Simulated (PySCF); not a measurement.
## Simulated characterisation data

Computed data (PySCF 2.14): GFN2-xTB geometry, shieldings: GIAO PBE0/pcSseg-1, J: B3LYP/pcJ-1 (spin–dipole term left out of most H,H and C,H couplings). Isolated molecule, one computed conformer, non-relativistic, one averaged value for each set of equivalent atoms.

Chemical shifts δ = σref − σ; TMS for 1H, 13C, all at this level. Multiplet labels drop J under 1 Hz and among equivalent protons, and merge close values. Unscaled 3J(H,H) run several per cent high. Splittings of carbon signals by F and P are missing where no couplings were computed. Where no couplings were computed, multiplicities follow the n + 1 count of equivalent neighbours, and m marks all less simple cases (inequivalent or close neighbours, rings, F or P nearby). Shifts are as computed. Against solution values, carbons near 30 ppm lie about +3 ppm off and those near 130 ppm about +5 ppm. Of 1211 compounds with measured shifts, 218 miss one by over three times the rms of a fit or turn the order of signals round; such compounds aren't used in these exercises.

**1.** `[SiH3][C@H](F)[Si@H](F)[SiH3]`, CH$_{8}$F$_{2}$Si$_{3}$. 1H NMR (400 MHz, computed): δ 5.70 (m, 1H), 5.39 (m, 1H), 4.18 (m, 3H), 3.57 (m, 3H). 13C{1H} NMR (computed): δ 81.8.

**2.** 3-pyridinecarboxaldehyde (O=Cc1cccnc1, C$_{6}$H$_{5}$NO). 1H NMR (400 MHz, computed): δ 10.32 (s, 1H), 9.21 (dd, J = 2.0, 1.0 Hz, 1H), 9.17 (ddd, J = 5.4, 1.7, 1.0 Hz, 1H), 8.70 (dt, J = 8.9, 1.9 Hz, 1H), 7.67 (dd, J = 8.9, 5.4 Hz, 1H). 13C{1H} NMR (computed): δ 195.1, 160.9, 160.7, 141.6, 135.2, 128.9.
